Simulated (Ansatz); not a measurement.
A nudged elastic band was laid between two geometries of Cl3FHOTa + H2 (9 atoms, charge 0, multiplicity 1).

Level of theory: Ansatz 0.2.0, RKS PBE0-D4/def2-SVP.

```
movable images  : 5
climbing image  : yes
spring          : 5.0 eV/Å²
optimiser       : quadratic models (default)
start path      : through a guess of the saddle point
force threshold : 0.05 eV/Å
iteration limit : 60
end points      : relaxed
```

Initial state:

```xyz
9
Properties=species:S:1:pos:R:3
Ta -0.125 0.321 -0.046
O 1.745 0.297 -0.173
H 2.340 0.099 0.563
F 0.114 -0.083 1.789
Cl -0.270 0.773 -2.321
Cl -1.159 2.284 0.533
Cl -1.355 -1.610 -0.255
H 1.503 -3.015 -0.703
H 2.148 -2.643 -0.860
```

Final state:

```xyz
9
Properties=species:S:1:pos:R:3
Ta -0.238 -0.494 -0.201
O 2.027 -0.167 -0.192
H 2.350 0.598 0.308
F 0.099 -1.239 1.499
Cl -0.233 -0.042 -2.478
Cl 0.084 1.727 0.514
Cl -2.426 -1.140 -0.146
H 0.663 -1.900 -0.725
H 2.616 -0.919 -0.054
```

Task: What changes between the two ends?

Result: Bonds broken: H8–H9. Bonds formed: Ta1–H8, O2–H9. Cl3FHOTa + H2 becomes Cl3FH3OTa.

Task: What energy profile does the band end with?

Result: The forces met the threshold. The highest image is number 4 of 0 to 6, 116.8 kJ/mol above the first end and 81.4 kJ/mol above the last; the last end lies 35.4 kJ/mol above the first. A vibrational analysis at the climbing image gives one clearly imaginary mode, 1232i cm⁻¹: a first-order saddle point. The orbitals stay closed-shell, which can raise the energy where a bond breaks towards radicals; this wasn't checked here.

```csv
image,path coordinate (Å),energy (kJ/mol),H8–H9 (Å),Ta1–H8 (Å),O2–H9 (Å)
0,0.00,0.0,0.76,3.77,3.05
1,0.76,3.0,0.76,3.28,2.79
2,1.51,6.2,0.76,2.84,2.68
3,2.27,20.9,0.77,2.31,2.04
4,3.02,116.8,1.05,1.94,1.23
5,4.01,49.7,1.86,1.77,0.97
6,5.00,35.4,2.29,1.75,0.96
```

Task: What is the geometry of the highest image?

Result: 
```xyz
9
Properties=species:S:1:pos:R:3:forces:R:3
Ta -0.050 -0.254 -0.170 -0.01 -0.01 0.00
O 2.043 0.026 -0.268 0.00 -0.04 0.01
H 2.454 0.045 0.610 0.01 0.02 -0.01
F 0.425 -0.706 1.602 0.00 0.01 0.01
Cl 0.026 0.015 -2.461 0.00 -0.01 0.00
Cl -0.745 1.879 0.367 0.00 0.00 0.01
Cl -1.918 -1.572 -0.135 0.00 0.00 0.00
H 0.970 -1.863 -0.552 -0.01 -0.01 -0.02
H 1.736 -1.147 -0.468 0.01 0.04 0.00
```

Task: What are the harmonic wavenumbers there?

Result: 1232i, 66, 101, 125, 139, 159, 174, 261, 382, 393, 406, 483, 559, 660, 722, 732, 1151, 1417, 1736, 1879, 3827 cm⁻¹.

The band took 22 iterations and of the order of 20 core-minutes.

The run took 5.3 min on 4 threads of Arm Neoverse V1 (shared host), peak memory 0.34 GiB.
